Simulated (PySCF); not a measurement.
Assigning NMR signals

Cartesian coordinates in Å; atom numbers follow the order of the lines, from 1:
```xyz
17

C     2.7377    1.2891    0.5753
C     2.2107    0.2145    0.5190
C     1.5955   -1.0821    0.3859
F     2.4778   -1.9620   -0.2442
Si   -0.0326   -1.0360   -0.6697
C    -1.3097   -0.0214    0.2841
C    -2.3607   -0.5859    0.8657
C    -1.0876    1.4603    0.3526
H     3.1878    2.2337    0.6506
H     1.4188   -1.5089    1.3819
H     0.3048   -0.4117   -1.9514
H    -0.4506   -2.4300   -0.8263
H    -2.5388   -1.6469    0.8152
H    -3.0902   -0.0104    1.4164
H    -0.1080    1.6757    0.7772
H    -1.8510    1.9467    0.9564
H    -1.1108    1.8873   -0.6491
```

Computational details: NMR shieldings at PBE0/pcSseg-1/GIAO, GFN2-xTB structure, in PySCF 2.14 (isolated molecule, relativity neglected, equivalent nuclei averaged, one conformer).

Scale: 13C, 1H against TMS (reference shieldings calculated alike).

(1) Assign these signals to the numbered atoms. 13C{1H} NMR (computed): δ 149.1, 137.7, 91.4, 87.3, 79.6, 28.5.

(2) Assign these signals to the numbered atoms. 1H NMR (600 MHz, computed): δ 6.14 (br s, 1H), 5.80 (br s, 1H), 5.39 (m, 1H), 4.52 (m, 1H), 4.49 (m, 1H), 2.69 (d, 1H), 2.24 (s, 3H).

Answers

(1) 
149.1 → C6, fully substituted alkene carbon: the olefinic region
137.7 → C7, terminal =CH2 carbon: as expected for a trigonal carbon in a double bond
91.4 → C1, terminal alkyne carbon: the triple bond shields along its axis, which puts it between sp3 and sp2 carbons
87.3 → C2, alkyne carbon: the triple bond shields along its axis, which puts it between sp3 and sp2 carbons
79.6 → C3, propargylic sp3 CH bonded to F and Si: the inductive effect lowers its shielding
28.5 → C8, allylic methyl carbon: a saturated carbon with 1 carbon neighbour and no heteroatom attached

(2) 
6.14 → H14, hydrogen on a terminal =CH2 carbon: olefinic region
5.80 → H13, hydrogen on a terminal =CH2 carbon
5.39 → H10, hydrogen on a propargylic sp3 CH bonded to F and Si: its carbon carries F, which withdraws density
4.52 → H11, hydrogen on a silicon bonded to 2 C
4.49 → H12, hydrogen on a silicon bonded to 2 C
2.69 → H9, hydrogen on a terminal alkyne carbon: it lies on the axis of the triple bond, in its shielding cone
2.24 → H15/H16/H17, hydrogen on an allylic methyl carbon: allylic position

H11 and H12 lie closer than the usual error of such a calculation, so a measured spectrum could show them in the other order.

Splittings by 19F in the carbon and heteronuclear signals aren't shown, as no couplings were computed. Shifts are as computed. Against solution values, carbons near 30 ppm lie about +3 ppm off and those near 130 ppm about +5 ppm. Of 1211 compounds with measured shifts, 218 miss one by over three times the rms of a fit or turn the order of signals round; such compounds aren't used in these exercises. No couplings were computed; multiplicities are counted from neighbouring protons, with m where these are inequivalent, close in shift, in a saturated or five-membered ring or joined by F or P, and br s for small geminal =CH2 splittings.
